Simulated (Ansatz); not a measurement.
Two isomers of C3H8Si2: A = `C=C=C([SiH3])[SiH3]`, B = `C=C=C[SiH2][SiH3]`.

Isolated molecules relaxed with PBE0-D4/def2-TZVP in Ansatz; ΔE leaves out vibrations. CBS: MP2 limit from def2 TZ/QZ plus the TZ coupled-cluster correction, frozen cores. Functionals use def2-TZVPP. B3LYP here is the variant with VWN-RPA as its local correlation; programs differ in this. One conformer a species, not always the lowest.

**Question.** Which is lower in electronic energy at CCSD(T)/CBS, and by how much? (Estimate.)

**Answer.** Computed: A, by 17.4 kJ/mol.

**Question.** Give E(B) − E(A) in kJ/mol with r2SCAN-D4, CCSD(T)/def2-TZVPP, MP2/def2-TZVPP, ωB97M-V, B3LYP, PBE0-D4, B2PLYP. (Estimate.)

**Answer.** Computed: r2SCAN-D4 12.3, CCSD(T)/def2-TZVPP 17.4, MP2/def2-TZVPP 27.7, ωB97M-V 20.2, B3LYP 11.8, PBE0-D4 8.3, B2PLYP 18.0. None reverses the order clearly.

Largest T1 diagnostic: 0.013.

The D4 term adds +4.2 kJ/mol with B3LYP and +2.2 kJ/mol with PBE0; it sums over pairs of atoms, weighted by their polarisabilities, and B3LYP, whose exchange is more repulsive, gets the larger term. From PBE to PBE0 (25 % exact exchange), in def2-TZVPP and without D4, E(B) − E(A) moves by +4.0 kJ/mol.
